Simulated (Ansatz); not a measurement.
One arrangement of a pair

The pair of F⁻ (SMILES [F-], atom 1) and SiH3Cl (SMILES [SiH3]Cl, atoms 2–6), both closed shells, in one local arrangement (a lower one may exist), relaxed at PBE0-D4/def2-TZVPD:

| atom | x (Å) | y (Å) | z (Å) |
| --- | --- | --- | --- |
| F1 | -0.9784 | -0.5413 | -1.5255 |
| Si2 | -0.1024 | -0.0567 | -0.1597 |
| Cl3 | 1.1702 | 0.6475 | 1.8244 |
| H4 | 0.3162 | -1.4281 | 0.2326 |
| H5 | 0.8523 | 0.8060 | -0.9040 |
| H6 | -1.2579 | 0.5726 | 0.5322 |

Ansatz 0.2.0; basis: def2-TZVPPD, with def2-QZVPPD for the basis limit; cores frozen in the correlated methods. B3LYP uses VWN-RPA correlation. Extrapolation: Hartree–Fock as exp(−7.88 √X), correlation as X^−2.97. Interaction energies count from these two fragments, frozen as in the pair, with the counterpoise correction; negative means bound.

(1) What is the interaction energy by CCSD(T) at an estimated basis limit (MP2 extrapolated from triple and quadruple zeta, plus CCSD(T) − MP2 in triple zeta)? (An estimate is asked for; the value comes from the calculation.)

(2) Which atoms make the shortest contact between the fragments?

T1 diagnostic: at most 0.023.

Answers

(1) The calculation gives: -108.92 kcal/mol. Hartree–Fock alone gives -114.49 kcal/mol at the basis limit. It counts from the two fragments frozen as in the pair.

The same quantity by other methods in triple zeta, and each one's difference from that estimate:
| method | E_int (kcal/mol) | difference |
| --- | --- | --- |
| PBE-D4 | -99.53 | 9.39 |
| revPBE-D4 | -97.68 | 11.24 |
| BLYP-D4 | -95.84 | 13.08 |
| r2SCAN-D4 | -107.37 | 1.55 |
| B97M-V | -108.22 | 0.71 |
| PBE0-D4 | -107.16 | 1.76 |
| B3LYP-D4 | -103.09 | 5.84 |
| HSE06-D4 | -107.08 | 1.85 |
| wB97X-V | -107.89 | 1.03 |
| wB97M-V | -107.81 | 1.11 |
| B2PLYP | -103.80 | 5.13 |
| HF | -113.43 | -4.51 |
| MP2 | -106.22 | 2.70 |
| CCSD | -107.17 | 1.75 |
| CCSD(T) | -105.56 | 3.36 |
Differences are method less estimate.

(2) F1 and Si2, 1.69 Å apart.

Energy to bend the free fragments (PBE0-D4 minima) into their shapes in the pair, CCSD(T)/def2-TZVPPD: SiH3Cl 40.81 kcal/mol. This must be added to the interaction energy to get the binding energy from relaxed fragments.

Basis-set superposition shift (counterpoise-corrected less uncorrected): CCSD(T) 2.18; MP2 2.14; HF 0.20; PBE0-D4 0.23; wB97M-V 0.17 kcal/mol.

For scale, one of the runs: CCSD(T)/def2-TZVPPD, 190 basis functions, launched by `ansatz run in.yaml --threads 2 --pin off --events-out ev --progress --plain --max-ram 5222MiB`. Hardware: 2 CPU threads of an Arm Neoverse V1, shared host. Wall time 43 s; peak host memory 1.9 GiB.
